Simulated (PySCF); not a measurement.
Potential energy of HgH along the bond

Set-up: basis Hg def2-TZVPP with ECP60, H def2-TZVPP; scalar-relativistic core potentials; PySCF 2.14. Energies in eV from Hg + H in their ground configurations at the same level. State: ²Σ⁺ (doublet), unpaired electrons σ ↑.

All columns are PBE0. A positive dipole means Hg(−)H(+).

| R (Å) | E (eV) | μ (D) | Mulliken charge on Hg (basis-dependent) | HOMO (eV) | LUMO (eV) | Mayer bond order | ⟨S²⟩ |
| --- | --- | --- | --- | --- | --- | --- | --- |
| 1.519 | -0.144 | 0.17 | 0.13 | -5.34 | -2.18 | 0.91 | 0.76 |
| 1.589 | -0.326 | 0.03 | 0.13 | -5.47 | -2.30 | 0.86 | 0.76 |
| 1.660 | -0.424 | -0.10 | 0.12 | -5.59 | -2.41 | 0.82 | 0.76 |
| 1.713 | -0.458 | -0.19 | 0.12 | -5.68 | -2.49 | 0.78 | 0.76 |
| 1.766 | -0.467 | -0.27 | 0.12 | -5.78 | -2.56 | 0.75 | 0.76 |
| 1.819 | -0.458 | -0.35 | 0.11 | -5.87 | -2.62 | 0.71 | 0.76 |
| 1.890 | -0.426 | -0.43 | 0.11 | -6.00 | -2.68 | 0.65 | 0.76 |
| 1.978 | -0.369 | -0.50 | 0.10 | -6.16 | -2.74 | 0.58 | 0.76 |
| 2.084 | -0.292 | -0.54 | 0.08 | -6.35 | -2.78 | 0.50 | 0.77 |
| 2.225 | -0.197 | -0.51 | 0.06 | -6.59 | -2.77 | 0.38 | 0.77 |

A fit through these points gives, at Re = 1.763 Å, μ = -0.27 D and dμ/dR = -1.53 D/Å; the reduced mass is 1.003 u.

Problem. How strong is the fundamental in the double-harmonic approximation, I = 42.26·(dμ/dR)²/μred km/mol?

Solution. I = 42.26·(-1.53)²/1.003 = 98.6 km/mol at PBE0.

Spin–orbit coupling is left out. The state was picked by a PBE0 search and need not be the measured ground state.
